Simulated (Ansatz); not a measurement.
`C[Si](O)(Cl)Br` + SiH₄ → `O[Si]([SiH3])(Cl)Br` + CH₄  (formal exchange of groups at the Si–C bond)

Computed with Ansatz on PBE0-D4/def2-TZVP structures; ΔE is electronic, products minus reactants. CCSD(T)/CBS adds triple-zeta CCSD(T) − MP2 to the extrapolated MP2 energy (def2 sets, frozen cores). This one scheme is used for every species. DFT in def2-TZVPP. HSE06 is defined as in plane-wave codes. For Br outer-core shells are correlated without core-valence functions, which leaves a few kJ/mol of doubt a bond. Scalar relativity is left out up to krypton. One conformer a species, not always the lowest.

Problem. Is it downhill or uphill in electronic energy at CCSD(T)/CBS, and by how much? (Estimate.)

Solution. Ansatz gave: Uphill: ΔE = +10.8 kJ/mol.

Problem. What do these levels give: revPBE-D4, r2SCAN0-D4, ωB97X-V, r2SCAN0, HSE06, MP2/def2-QZVPP? (An estimate is asked.)

Solution. Computed: revPBE-D4 -0.7, r2SCAN0-D4 10.1, ωB97X-V 11.0, r2SCAN0 10.7, HSE06 3.9, MP2/def2-QZVPP 15.9 kJ/mol.

Largest T1 diagnostic among the species: 0.011.

From PBE to PBE0 (25 % exact exchange), in def2-TZVPP and without D4, ΔE moves by +5.4 kJ/mol. Leaving LDA and LC-ωPBE aside and taking each functional with its dispersion term where it has one, the values, not all of them listed here, spread over 19.2 kJ/mol, from PBE-D4 to ωB97M-V. LDA lies +6.0 kJ/mol from PBE without D4.
